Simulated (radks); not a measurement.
Problem. Mo+, configuration [Kr] 4d4.5 5p0.5 (fractional occupations, a model configuration). Calculated with a radial shooting solver on a logarithmic mesh with Libxc functionals: Dirac Kohn-Sham, PBE, spin-unpolarised, spherical densities, finite nucleus; open shells fill j = l - 1/2 first; Fermi nuclear charge, rms radius 4.4091 fm. Some entries of the table are withheld. Estimate them.

orbital  occ.  eigenvalue (eV)  r(max) (bohr)
1s1/2       2        -19821.26            (1)
2s1/2       2              (2)         0.1297
2p1/2       2        -2582.438            (3)
2p3/2       4        -2475.878            (4)
3s1/2       2        -485.0179            (5)
3p1/2       2        -399.7878         0.3710
3p3/2       4        -382.2440         0.3803
3d3/2       4        -231.6001         0.3210
3d5/2       6        -228.2788         0.3238
4s1/2       2         -73.1190         0.9896
4p1/2       2         -48.9451          1.055
4p3/2       4         -46.4546          1.080
4d3/2       4         -12.1363            (6)
4d5/2     0.5         -11.9089            (7)
5p1/2     0.5          -6.7289          3.401
5p3/2       0          -6.5386          3.487

Solution. 
(1) 1s1/2 r(max) (bohr): 0.02287
(2) 2s1/2 eigenvalue (eV): -2806.410
(3) 2p1/2 r(max) (bohr): 0.1009
(4) 2p3/2 r(max) (bohr): 0.1048
(5) 3s1/2 r(max) (bohr): 0.3838
(6) 4d3/2 r(max) (bohr): 1.360
(7) 4d5/2 r(max) (bohr): 1.372
